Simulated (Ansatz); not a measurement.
`C[O][W](=[O])([OH])([OH])[F]`, relaxed with RKS PBE0-D4/def2-TZVP in Ansatz 0.2.0 from a GFN2-xTB geometry. The force threshold is 0.005 eV/Å; the program also tests the step.

Total charge 0; spin multiplicity 1. W: def2 effective core potential.

Start:

```xyz
12

C     0.909   -0.795    1.625
O    -0.327   -0.792    0.949
W    -0.417   -0.029   -0.725
O     0.962   -0.562   -1.539
O    -1.470    0.993   -1.915
O     0.095    1.618    0.053
F    -1.779   -1.358   -1.050
H     1.172    0.244    1.903
H     0.836   -1.401    2.540
H     1.689   -1.218    0.965
H    -2.066    0.789   -2.647
H     0.397    2.511   -0.160
```

Task: How much energy does the relaxation release, and in how many steps? (Best estimate.)

Result: Ansatz gave: 35.90 kJ/mol, in 61 steps, 10 of them rejected.

Task: Which bonds change most? (Estimate.)

Result: The calculation gave: W3–F7 from 1.931 to 1.908 Å; W3–O5 from 1.890 to 1.912 Å; C1–H10 from 1.106 to 1.092 Å; C1–H8 from 1.107 to 1.093 Å.

Task: Give the relaxed structure. (Best estimate.)

Result: Computed: 
```xyz
12

C     0.823   -1.005    1.757
O     0.967   -0.338    0.535
W    -0.019    0.256   -0.914
O     0.898   -0.167   -2.268
O    -1.677    0.917   -1.600
O     0.357    2.069   -0.561
F    -1.120   -1.262   -0.563
H     0.626   -0.286    2.557
H    -0.011   -1.711    1.690
H     1.744   -1.547    1.977
H    -2.400    0.294   -1.705
H    -0.189    2.780   -0.905
```
